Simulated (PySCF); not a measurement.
4-vinylpyridine, C7H7N.
SMILES with atom numbers: `[CH2:1]=[CH:2][c:3]1[cH:4][cH:5][n:6][cH:7][cH:8]1` (hydrogens: H9, H10 on C1; H11 on C2; H12 on C4; H13 on C5; H14 on C7; H15 on C8)

Geometry (GFN2-xTB, Å), atoms numbered from 1 in this order:
```xyz
15
C7H7N angstrom
C     -2.4441    0.9978    0.0525
C     -1.6933   -0.0693   -0.1905
C     -0.2424   -0.1503   -0.0704
C      0.5645    0.9186    0.3263
C      1.9330    0.7317    0.4069
N      2.5380   -0.4114    0.1286
C      1.7809   -1.4283   -0.2478
C      0.4041   -1.3538   -0.3633
H     -3.5137    0.9675   -0.0632
H     -2.0323    1.9390    0.3735
H     -2.1682   -0.9887   -0.5112
H      0.1390    1.8793    0.5686
H      2.5856    1.5402    0.7112
H      2.3095   -2.3472   -0.4674
H     -0.1651   -2.2172   -0.6758
```

Computed with TDDFT wB97X-D/def2-SVPD, vertical, gas phase, core orbitals frozen in the response (PySCF).

Computed states:

| state | E (eV) | f |
| --- | --- | --- |
| S1 | 4.77 | 0.0029 |
| S2 | 5.22 | 0.044 |
| S3 | 5.35 | 0.345 |
| S4 | 5.39 | 0.0001 |
| S5 | 6.55 | 0.209 |
| S6 | 6.77 | 0.443 |
| S7 | 7.22 | 0.0003 |
| S8 | 7.39 | 0.0092 |

Broadening: Gaussians 0.3 eV wide at half height, area fixed by f = 4.319×10⁻⁹ ∫ε dν̃. The width is an assumption, not a result. The curve ends short of the highest state used, and states not computed would add to its high-energy end.

(1) Give the broadened spectrum and its maxima.

(2) Does any computed singlet lie in the visible range?

(3) On this curve, what absorbance would a 10⁻⁴ mol/L sample give at 266 nm over a 1 cm path?

(4) Coming from long wavelengths, where does ε first pass 100 L mol⁻¹ cm⁻¹?

## Answers

(1) 
λ (nm), ε (L mol⁻¹ cm⁻¹) and a bar:
```
    182.7      43033 ##############################
    185.1      43331 ##############################
    187.6      34490 ########################
    190.0      24489 #################
    192.4      14593 ##########
    194.8       6638 #####
    197.3       2095 #
    199.7        502 
    202.1         89 
    204.5         12 
    207.0          1 
    209.4          1 
    211.8         13 
    214.2         86 
    216.6        429 
    219.1       1693 #
    221.5       4841 ###
    223.9      10844 ########
    226.3      19335 #############
    228.8      28183 ####################
    231.2      33117 #######################
    233.6      32488 ######################
    236.0      27032 ###################
    238.5      19058 #############
    240.9      11897 ########
    243.3       6602 #####
    245.7       3309 ##
    248.1       1537 #
    250.6        687 
    253.0        375 
    255.4        285 
    257.8        272 
    260.3        265 
    262.7        240 
    265.1        197 
    267.5        146 
    270.0         96 
    272.4         58 
    274.8         33 
    277.2         17 
    279.6          8 
    282.1          3 
    284.5          1 
    286.9          1
```

Maxima: 232 nm (5.34 eV), ε about 34000, made up of S3 (92%); 184 nm (6.74 eV), ε about 45000, made up of S5 (14%) and S6 (86%) (ε in L mol⁻¹ cm⁻¹; maxima over ε = 5, shares over 10%).

(2) No computed singlet lies in the visible range (380 to 750 nm); the lowest, at 260 nm, stands 1.51 eV above its violet end (3.26 eV).

(3) 266 nm is 4.661 eV, where ε is about 180 L mol⁻¹ cm⁻¹, so A = ε c l ≈ 0.018 (Beer–Lambert, with the gas-phase spectrum and the assumed width).

(4) At about 270 nm (4.60 eV), 0.18 eV below S1.

On Arm Neoverse V2, one thread (shared host), this took 40 s.

One conformer stands for the species.
